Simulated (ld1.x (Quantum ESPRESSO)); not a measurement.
barium ultrasoft: all-electron and pseudo phase curves

```
Element                 : barium (Ba)
Generator               : ld1.x (Quantum ESPRESSO) 7.5
Type                    : ultrasoft
Functional              : LDA (PZ)
Relativity              : scalar-relativistic
Frozen core             : [Kr] 4d10
Valence charge          : 10
Reference configuration : 5s2 5p6 5d0.5 6s1.5 6p0
Partial waves           : 5s (bound): rcut 2.15, rcutus 2.35 bohr; 6s (bound): rcut 2.15, rcutus 2.35 bohr; 5p (bound): rcut 2.50, rcutus 2.90 bohr; 6p (bound, empty): rcut 2.50, rcutus 2.90 bohr; 5d (bound): rcut 2.40, rcutus 2.95 bohr; 5d channel at 4.65 Ry: rcut 2.40, rcutus 2.95 bohr
Local potential         : all-electron potential smoothed inside 1.75 bohr (lloc = -2)
Core correction         : none
Augmentation charge     : built from norm-conserving waves at rcut, not smoothed further
```

The phase is arctan(r·u′/u) with u = r·R(r), unwrapped; energies in Ry, scanned from -4 to 5 Ry. A pole is an energy at which the radial function vanishes at the test radius. The pseudo phase is shifted by a multiple of π to meet the all-electron one at the reference energy, and phase errors are pseudo minus all-electron; the curves can meet again beyond the range given. Levels narrower than the energy grid can be missing from the lists of poles.

Q: For each channel, where are the poles, and over which energies does the pseudopotential scatter like the atom?

A:

```tsv
channel	radius (bohr)	reference energy (Ry)	poles, all-electron	poles, pseudo	unbroken range about the reference energy with phases within 0.05 rad	phase error 1 Ry above the reference energy (rad)
s	3.22	-0.23	-2.35, 2.58	-2.42, -1.14, 4.02	not even at the reference energy	+1.248
p	3.22	-0.09	-1.12, 3.67	-1.17, -0.32	not even at the reference energy	+0.696
d	3.22	-0.13	0.73	0.75	not even at the reference energy	+0.012
```

A Bessel basis up to 400 Ry misses an occupied level by 0.48 Ry, so cutoffs and ghosts were not judged. The potential misses its own reference levels by up to 0.9 eV.

Phases in the p channel:

```csv
E (Ry),all-electron,pseudo
-4.00,1.397,4.540
-3.52,1.381,4.524
-3.04,1.358,4.502
-2.56,1.322,4.465
-2.08,1.244,4.382
-1.60,0.754,3.579
-1.12,-1.568,1.540
-0.64,-1.742,1.379
-0.16,-1.847,-1.716
0.32,-2.002,-1.814
0.80,-2.411,-1.900
1.28,-3.646,-2.030
1.76,-4.320,-2.286
2.24,-4.522,-2.889
2.72,-4.615,-3.749
3.20,-4.672,-4.192
3.68,-4.713,-4.383
4.16,-4.749,-4.483
4.64,-4.784,-4.544
```
